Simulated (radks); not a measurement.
Results of a calculation; reference values are marked as such.
The thallium ion Tl53+, 28 electrons, occupied as [Ar] 3d10 (the NIST ground configuration). Code: a radial shooting solver on a logarithmic mesh with Libxc functionals. Model: scalar-relativistic Kohn-Sham, SCAN, spin-polarised, spherical densities, finite nucleus; meta-GGA in the generalised Kohn-Sham scheme; Fermi nuclear charge, rms radius 5.4759 fm. Some entries of the table are withheld. Estimate them.

orbital  occ.  eigenvalue (eV)  <r> (bohr)  <1/r> (bohr^-1)
1s          2        -88703.88     0.01632            99.41
2s          2        -18240.99     0.06857            23.41
2p          6              (1)     0.06215              (2)
3s          2              (3)      0.1738            8.864
3p          6        -5834.733         (4)            8.069
3d         10        -5216.207      0.1571            7.575

Answer. 
(1) 2p eigenvalue (eV): -16108.50
(2) 2p <1/r> (bohr^-1): 20.65
(3) 3s eigenvalue (eV): -6458.373
(4) 3p <r> (bohr): 0.1744
